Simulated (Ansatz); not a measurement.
CH2BNS (`S=C1BN1`), one more setting.

```yaml
crystal:
  periodic: [false, false, false]
  atoms:
    - {symbol: S, position_ang: [-0.193590, -1.996991, 1.212900]}
    - {symbol: C, position_ang: [0.057609, -0.739255, 0.363562]}
    - {symbol: B, position_ang: [0.644297, 0.228273, -0.743882]}
    - {symbol: N, position_ang: [-0.467954, 0.614321, 0.116262]}
    - {symbol: H, position_ang: [1.276826, 0.632328, -1.641957]}
    - {symbol: H, position_ang: [-1.189492, 1.137168, 0.626606]}
basis:
  gaussian: {orbitals: 6-31G}
hamiltonian: {xc: {name: wB97X}}
```

```sh
$ ansatz run in.yaml --threads 2 --pin off --events-out ev --progress --plain --max-ram 4352MiB
```

Shortened log:

```
Functional definition: wB97X
589 factors; integrals over basis functions are off by at most 1.9e-4 eV
190 factors; integrals over basis functions are off by at most 4.1e-6 eV
mean field evaluation 1: about -14063.9766 eV, gradient 2.8e1 eV
mean field evaluation 2: about -14064.2207 eV, gradient 2.9e1 eV
mean field evaluation 4: about -14065.8971 eV, gradient 1.4e0 eV
mean field evaluation 8: about -14065.9838 eV, gradient 5.4e-2 eV
mean field evaluation 16: about -14065.9838 eV, gradient 6.7e-5 eV
mean field -14065.98377806 eV, -516.9153695774 hartree, gradient 6.7e-5 eV, S^2 0.000000; 0 other end points of the search recorded, 0 dependent functions left out
reference -14065.98375655 eV, -516.9153687871 hartree; 18, 18 occupied and 26, 26 virtual orbitals, 589 factors
Total energy: -14065.98375655 eV, -516.9153687871 hartree
```

Run time 1.8 s (2 threads of an Arm Neoverse V1 on a shared host); peak host memory 0.13 GiB.
